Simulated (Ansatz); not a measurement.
`C=CCOC=O` and `O=COC[SiH2]Cl` differ in one atom or group.

Ansatz, PBE0-D4/def2-TZVP geometries, multiplicity 1. Each molecule was computed in one conformer, which needn't be the lowest.

```csv
property,`C=CCOC=O`
zero-point energy (PBE0-D4/def2-TZVP) / kJ/mol,251.0
HOMO–LUMO gap (PBE/def2-TZVPP) / eV,5.26
size of the dipole moment (B3LYP/def2-TZVPP) / D,2.02
size of the dipole moment (PBE/def2-TZVPP) / D,1.97
HOMO–LUMO gap (B3LYP/def2-TZVPP) / eV,7.25
HOMO–LUMO gap (ωB97M-V/def2-TZVPP) / eV,12.16
```

(1) What does the change do to each property? (Estimate.)

Results:

(1) Ansatz gave: 
| property | `O=COC[SiH2]Cl` | shift |
| --- | --- | --- |
| zero-point energy (PBE0-D4/def2-TZVP) / kJ/mol | 187.1 | -63.9 |
| HOMO–LUMO gap (PBE/def2-TZVPP) / eV | 5.55 | 0.29 |
| size of the dipole moment (B3LYP/def2-TZVPP) / D | 1.23 | -0.79 |
| size of the dipole moment (PBE/def2-TZVPP) / D | 1.24 | -0.73 |
| HOMO–LUMO gap (B3LYP/def2-TZVPP) / eV | 7.76 | 0.51 |
| HOMO–LUMO gap (ωB97M-V/def2-TZVPP) / eV | 12.69 | 0.53 |

The zero-point energy changes by -63.9 kJ/mol with -3 modes. Dipoles are sizes alone; their direction can turn.

B3LYP here is the variant with VWN-RPA as its local correlation; programs differ in this.
